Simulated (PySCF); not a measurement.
Compound: CH₆Cl₂Ga₂.
Geometry (PBE0-D3(BJ)/def2-SVP, Å), atoms numbered from 1 in this order:
```xyz
11
CH6Cl2Ga2 angstrom
C     -2.095   -0.261   -0.053
Ga    -0.593    0.985   -0.099
Cl     0.964    0.236    1.560
Ga     2.443   -0.542   -0.113
Cl     0.915    0.181   -1.772
H     -2.246   -0.704   -1.048
H     -3.023    0.248    0.250
H     -1.883   -1.069    0.661
H     -0.437    2.532   -0.121
H      2.358   -2.095   -0.088
H      3.635    0.456   -0.152
```

Method: PySCF 2.14.0, PBE0-D3(BJ)/def2-SVP geometry optimisation, gas phase.

Masses are those of the commonest isotopes; rigid-rotor values at the optimised geometry. 

Question: What are A, B and C (GHz)?

Answer: Ia = 242.90, Ib = 560.39, Ic = 709.28 u·Å²; 505379 MHz·u·Å²/I gives 2081, 901.8 and 712.5 MHz, that is A = 2.0806, B = 0.9018, C = 0.7125 GHz.

Question: What kind of rotor is it?

Answer: An asymmetric top: κ = (2 × 901.8 − 2081 − 712.5)/(2081 − 712.5) = -0.72.

Question: Is it planar, by Δ = Ic − Ia − Ib?

Answer: Not planar: Δ = Ic − Ia − Ib = -94.01 u·Å². For a rigid frame Δ = −2 Σ m c², so Σ m c² = 47.01 u·Å² lies off the ab plane: 16.37 from hydrogen and 30.64 from heavier atoms. The atom farthest from that plane is 2.05 Å away.

Question: Which types of transition are allowed, and where do some lines up to J = 4 fall?

Answer: The dipole components are |μa| = 0.81 D, |μb| = 0.01 D, |μc| = 0.58 D. Intensities carry the squares of the components, which stand as 1.00 : 0.00 : 0.51 (a : b : c). Some lines, for components of 0.1 D or more:

| type | branch | J(Ka,Kc) | MHz | lower level (cm⁻¹) |
| --- | --- | --- | --- | --- |
| c | Q | 3(1,3) ← 3(0,3) | 796 | 0.320 |
| a | R | 1(0,1) ← 0(0,0) | 1614 | 0.000 |
| a | Q | 4(1,3) ← 4(1,4) | 1883 | 0.548 |
| c | R | 1(1,0) ← 0(0,0) | 2982 | 0.000 |
| a | R | 2(1,2) ← 1(1,1) | 3039 | 0.093 |
| a | R | 2(0,2) ← 1(0,1) | 3208 | 0.054 |
| c | Q | 3(2,2) ← 3(1,2) | 3266 | 0.384 |
| a | R | 2(1,1) ← 1(1,0) | 3418 | 0.099 |
| c | Q | 2(2,1) ← 2(1,1) | 3536 | 0.213 |
| a | R | 3(1,3) ← 2(1,2) | 4547 | 0.195 |
| a | R | 3(2,1) ← 2(2,0) | 4925 | 0.332 |
| c | Q | 4(3,2) ← 4(2,2) | 6135 | 0.718 |
| a | R | 4(0,4) ← 3(0,3) | 6261 | 0.320 |
| a | R | 4(2,2) ← 3(2,1) | 6637 | 0.496 |
| a | R | 4(1,3) ← 3(1,2) | 6789 | 0.384 |
| c | R | 3(2,1) ← 2(1,1) | 8483 | 0.213 |
| c | R | 4(1,3) ← 3(0,3) | 8720 | 0.320 |
| c | Q | 4(4,1) ← 4(3,1) | 8870 | 0.923 |
| c | R | 3(3,1) ← 2(2,1) | 11223 | 0.331 |
| c | R | 4(3,1) ← 3(2,1) | 12782 | 0.496 |
| c | R | 4(4,1) ← 3(3,1) | 15375 | 0.706 |

No PBE0-D3(BJ)/def2-SVP frequencies stand behind this structure, so it isn't proved a minimum. These are rigid-rotor constants of the computed structure; measured ground-state constants (B0) also hold zero-point vibration. A rigid rotor knows nothing of internal rotation, which can split or shift real lines. Quadrupole hyperfine structure (35Cl, 69Ga) is left out.

Time: 71 s wall; peak memory 0.64 GiB. Hardware: an Arm Neoverse V2 with one thread, shared host with 192 logical CPUs at a one-minute load of 78. This is the geometry optimisation.
